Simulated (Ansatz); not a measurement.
Consider the ligand exchange at a Ga–C bond: `[NH2][GaH][CH2]Cl` + H₂Se → `[NH2][GaH][SeH]` + `CCl`.

Gas-phase electronic energies from Ansatz, PBE0-D4/def2-TZVP geometries. CBS: MP2 limit from def2 TZ/QZ plus the TZ coupled-cluster correction, frozen cores. This one scheme is used for every species. DFT in def2-TZVPP. For Ga, Se outer-core shells are correlated without core-valence functions, which leaves a few kJ/mol of doubt a bond. Scalar relativity is left out up to krypton. Each species was taken in one conformer, which may not be the lowest.

`[NH2][GaH][CH2]Cl`:

```xyz
9

N     0.091   -0.089   -1.814
Ga   -0.150   -0.757   -0.147
C     0.274    0.452    1.361
Cl   -1.332    0.990    1.972
H    -0.179   -0.571   -2.654
H     0.401    0.849   -2.007
H    -0.712   -2.200    0.018
H     0.821    1.349    1.075
H     0.785   -0.023    2.197
```

H₂Se:

```xyz
3

Se    0.250   -0.365    0.522
H    -1.051    0.246    0.226
H     0.800    0.119   -0.749
```

`[NH2][GaH][SeH]`:

```xyz
7

N     0.420   -1.184    0.824
Ga    0.074    0.452    0.135
Se   -1.020    0.444   -1.921
H     0.177   -2.049    0.375
H     0.884   -1.329    1.704
H     0.482    1.757    0.876
H    -1.017    1.909   -1.993
```

`CCl`:

Cartesian coordinates in Å:
```
C 0.116 0.019 0.086
Cl -1.299 -0.211 -0.957
H 0.280 1.086 0.220
H 0.980 -0.438 -0.393
H -0.078 -0.456 1.045
```

```
        level  ΔE (kJ/mol)
      ωB97X-V       -122.1
HF/def2-QZVPP       -137.2
```

(1) What does CCSD(T)/CBS give? (Best estimate.)

(2) What do rigid-rotor, harmonic-oscillator terms from PBE0-D4/def2-TZVP frequencies (298.15 K, 1 bar) make of the CCSD(T)/CBS value? (Estimate.)

Largest T1 diagnostic among the species: 0.013.

Answers

(1) Computed: -121.1 kJ/mol. The listed levels differ from it by -1.0, -16.1 kJ/mol.

(2) Ansatz gave: ΔZPE = +11.6 kJ/mol, ΔH = -110.9 kJ/mol, ΔS = -4 J/(mol·K), ΔG = -109.7 kJ/mol. Modes under 50 cm⁻¹ make the entropy rough.

From PBE to PBE0 (25 % exact exchange), in def2-TZVPP and without D4, ΔE moves by −5.0 kJ/mol. In def2-TZVPP, CCSD(T) changes the Hartree–Fock value by +17.1 kJ/mol (the triples alone add +1.5 kJ/mol) and MP2 by +13.2 kJ/mol. At CCSD(T), def2-SVP lies +3.9 kJ/mol from the extrapolated value and def2-TZVPP +0.2 kJ/mol.
